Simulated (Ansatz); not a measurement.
F₂Si, singlet, geometry from GFN2-xTB.

The Ansatz (a program for electronic structure) input:
Ansatz 0.2 input:
```yaml
crystal:
  periodic: [false, false, false]
  atoms:
    - {symbol: Si, position_ang: [-0.03685565, -0.01764442, 0.62704345]}
    - {symbol: F, position_ang: [1.00111955, -0.63280559, -0.44873539]}
    - {symbol: F, position_ang: [-0.94378855, 0.66025247, -0.52666553]}
basis:
  gaussian:
    orbitals: 6-31G
hamiltonian:
  xc: {name: B2GP-PLYP}
```

**Question.** What does this run give for the total energy, MP2 correlation energy, number of basis functions?

**Answer.** 
The total energy comes out as -488.739750 Ha, the MP2 correlation energy comes out as -0.3454 Eh and the number of basis functions is 31.
